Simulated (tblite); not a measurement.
Isomers of C6H11O2P. Computed with GFN2-xTB (tblite): harmonic, unscaled wavenumbers at the GFN2-xTB geometry, gas phase. Errors from tens to a few hundred cm⁻¹ against measured bands are possible. Modes of hydrogen on phosphorus can be 10 to 20 % off. One conformer each.

Electronic energies: GFN2-xTB at the same geometries; isomer energies are rough at this level and their order can be wrong.

```tsv
SMILES	electronic energy, lowest = 0 (kJ/mol)
C#CC[P@@](=O)(O)CCC	45.6
COCP1C(C)=C1OC	328.9
COC1=CCP(CO)C1	178.8
O=[P@@H](CO)C1=CCCC1	33.1
COC1=C(C)[P@H](=O)CC1	0.0
CC(=O)CP1(=O)CCC1	14.0
```

Q: How do GFN2-xTB zero-point energies change the relative energies?

A: 
| SMILES | ZPE (kJ/mol) | of it from modes above 1550 cm⁻¹ | electronic (kJ/mol) | with ZPE, lowest = 0 (kJ/mol) | lowest mode (cm⁻¹) | rings |
| --- | --- | --- | --- | --- | --- | --- |
| COC1=C(C)[P@H](=O)CC1 | 417.9 | 201.6 | 0.0 | 0.0 | 67 | 1 |
| CC(=O)CP1(=O)CCC1 | 419.9 | 208.5 | 14.0 | 16.0 | 48 | 1 |
| O=[P@@H](CO)C1=CCCC1 | 418.7 | 204.6 | 33.1 | 34.0 | 28 | 1 |
| C#CC[P@@](=O)(O)CCC | 411.7 | 216.3 | 45.6 | 39.4 | 43 | 0 |
| COC1=CCP(CO)C1 | 418.2 | 208.2 | 178.8 | 179.1 | 51 | 1 |
| COCP1C(C)=C1OC | 412.7 | 205.7 | 328.9 | 323.8 | 22 | 1 |

The zero-point energies span 8.2 kJ/mol, from `C#CC[P@@](=O)(O)CCC` to `CC(=O)CP1(=O)CCC1`. The order is unchanged.

Q: What do entropy and thermal enthalpy add at 298.15 K and 1 bar (rigid rotor, harmonic oscillator, one conformer each)?

A: 
| SMILES | point group | symmetry number | S (J/(mol K)) | H − H(0) (kJ/mol) | ZPE + H − H(0) − TS (kJ/mol) |
| --- | --- | --- | --- | --- | --- |
| COC1=C(C)[P@H](=O)CC1 | C1 | 1 | 419.1 | 30.14 | 323.1 |
| CC(=O)CP1(=O)CCC1 | C1 | 1 | 419.9 | 29.86 | 324.5 |
| O=[P@@H](CO)C1=CCCC1 | C1 | 1 | 430.1 | 29.79 | 320.3 |
| C#CC[P@@](=O)(O)CCC | C1 | 1 | 456.8 | 34.47 | 309.9 |
| COC1=CCP(CO)C1 | C1 | 1 | 417.9 | 29.97 | 323.6 |

Not tabulated: `COCP1C(C)=C1OC` (lowest mode only 22 cm⁻¹).
